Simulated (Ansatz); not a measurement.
Mulliken charges of `FBOC(F)(F)F` from ωB97M-V/def2-TZVPP in Ansatz (PBE0-D4/def2-TZVP geometry).

```csv
atom,x (Å),y (Å),z (Å),charge (e)
F1,-0.901,-2.206,-0.921,-0.203
B2,-0.159,-1.311,-0.314,0.297
O3,-0.603,-0.020,-0.400,-0.263
C4,0.062,1.005,0.179,0.573
F5,-0.590,2.126,-0.066,-0.146
F6,0.153,0.848,1.499,-0.159
F7,1.299,1.121,-0.302,-0.159
H8,0.831,-1.620,0.269,0.060
```

Problem. By hand: the dipole of these point charges (1 e Å = 4.8032 D).

Solution. Σ q r = (0.235, -0.081, 0.137) e Å, of length 0.284 e Å = 1.36 D.

Problem. How does the dipole of the full density compare? (Estimate.)

Solution. The calculation gave: (0.112, -0.112, 0.054) e Å, 0.80 D; the point charges give 1.70 times that, at 26° from its direction.

Point charges leave out the atoms' own dipoles, such as those of lone pairs, and Mulliken's split depends on the basis, so the two needn't agree.
